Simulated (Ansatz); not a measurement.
The cluster InO₃H₃. Total charge 0; singlet. Geometry PBE0-D4/def2-SVP; atoms count from 1.

```xyz
7

In    1.6929    0.4445   -0.3757
O    -0.1316   -0.8004   -0.6485
O     0.0520    0.4540    1.5567
O    -0.6543    0.2863   -1.4565
H    -0.3576   -0.1592    0.8780
H     0.1856   -0.0720    2.3529
H    -0.7871   -0.1531   -2.3069
```

In the def2 sets In takes a core potential; there is no spin–orbit coupling. The structure holds 1 bond(s) between oxygen atoms. Another isomer (singlet) lies 2.42 eV lower at PBE0-D4/def2-TZVP; other spin states weren't run for this one.

Question: Estimate the Mulliken populations from the PBE0/def2-TZVP orbitals of Ansatz.

Answer: 
```
atom  charge (e)
 In1        0.50
  O2       -0.52
  O3       -0.64
  O4       -0.36
  H5        0.37
  H6        0.32
  H7        0.33
```
Mulliken values and Mayer orders depend strongly on the basis.

Question: And the Mayer bond orders between bonded heavy atoms (over 0.3)?

Answer: In1–O2 0.47 (2.23 Å); O2–O4 0.85 (1.45 Å).
